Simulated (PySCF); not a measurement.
Zn(Et)(SH), SMILES C[CH2][Zn][SH] (C2H6SZn), CAM-B3LYP/def2-SVP optimised geometry.

```
10

Zn     0.73    -0.41     0.00
C     -1.22    -0.40     0.00
C     -1.88     0.94     0.35
H     -1.56    -1.18     0.71
H     -1.56    -0.74    -0.99
H     -1.60     1.74    -0.36
H     -1.60     1.29     1.35
H     -2.98     0.87     0.33
S      2.91    -0.41     0.00
H      2.98    -1.74    -0.24
```

Density from CAM-B3LYP/def2-TZVP run with PySCF 2.14.0 at that geometry.

Minimum of the electron density along straight lines between bonded atoms, close to the bond critical point (lines longer than 1.1 times the sum of covalent radii, or with two minima, are not listed):

```json
[
 {"bond": "Zn1–C2", "length / Å": "1.947", "ρ at the minimum / e bohr⁻³": "(withheld)", "∇²ρ there / e bohr⁻⁵": "0.21", "position (fraction from the first atom)": "0.49"},
 {"bond": "C2–C3", "length / Å": "1.531", "ρ at the minimum / e bohr⁻³": "0.240", "∇²ρ there / e bohr⁻⁵": "-0.58", "position (fraction from the first atom)": "0.50"},
 {"bond": "C2–H4", "length / Å": "1.103", "ρ at the minimum / e bohr⁻³": "0.268", "∇²ρ there / e bohr⁻⁵": "-0.88", "position (fraction from the first atom)": "0.64"},
 {"bond": "C2–H5", "length / Å": "1.103", "ρ at the minimum / e bohr⁻³": "0.268", "∇²ρ there / e bohr⁻⁵": "-0.88", "position (fraction from the first atom)": "0.64"},
 {"bond": "C3–H6", "length / Å": "1.101", "ρ at the minimum / e bohr⁻³": "0.273", "∇²ρ there / e bohr⁻⁵": "-0.92", "position (fraction from the first atom)": "0.64"},
 {"bond": "C3–H7", "length / Å": "1.101", "ρ at the minimum / e bohr⁻³": "0.273", "∇²ρ there / e bohr⁻⁵": "-0.92", "position (fraction from the first atom)": "0.64"},
 {"bond": "C3–H8", "length / Å": "1.103", "ρ at the minimum / e bohr⁻³": "0.272", "∇²ρ there / e bohr⁻⁵": "-0.92", "position (fraction from the first atom)": "0.64"},
 {"bond": "Zn1–S9", "length / Å": "2.186", "ρ at the minimum / e bohr⁻³": "(withheld)", "∇²ρ there / e bohr⁻⁵": "(withheld)", "position (fraction from the first atom)": "0.46"},
 {"bond": "S9–H10", "length / Å": "1.351", "ρ at the minimum / e bohr⁻³": "0.208", "∇²ρ there / e bohr⁻⁵": "-0.57", "position (fraction from the first atom)": "0.64"}
]
```

Problem. What belongs in the gaps?

Solution. 
- Zn1–C2, ρ at the minimum / e bohr⁻³: 0.116
- Zn1–S9, ρ at the minimum / e bohr⁻³: 0.094
- Zn1–S9, ∇²ρ there / e bohr⁻⁵: 0.19
